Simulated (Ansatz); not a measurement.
Ag2H2⁺. The state is a doublet with charge 1. Geometry PBE0-D4/def2-TZVP, that of the neutral singlet; atoms count from 1.

Cartesian coordinates in Å:
```
Ag 0.4566 -0.6834 -1.8628
Ag -0.1946 0.2756 0.6183
H -1.0947 1.3699 1.4613
H 0.8327 -0.9621 -0.2168
```

In the def2 sets Ag takes a core potential; there is no spin–orbit coupling. The structure comes from a short search, and lower isomers may exist.

Estimate the Mulliken populations from the PBE0/def2-TZVP orbitals of Ansatz.


```tsv
atom	charge (e)	spin (α − β)	d electrons
Ag1	0.45	0.00	9.89
Ag2	0.34	0.38	9.78
H3	0.16	0.59	–
H4	0.05	0.02	–
```
Mulliken values and Mayer orders depend strongly on the basis.

Where does the spin sit?

Summed by element: Ag 0.39, H 0.61, of 1 unpaired in all. Largest on single atoms: H3 0.59, Ag2 0.38, H4 0.02.

And the Mayer bond orders between bonded heavy atoms (over 0.3)?

Ag1–Ag2 0.44 (2.74 Å).
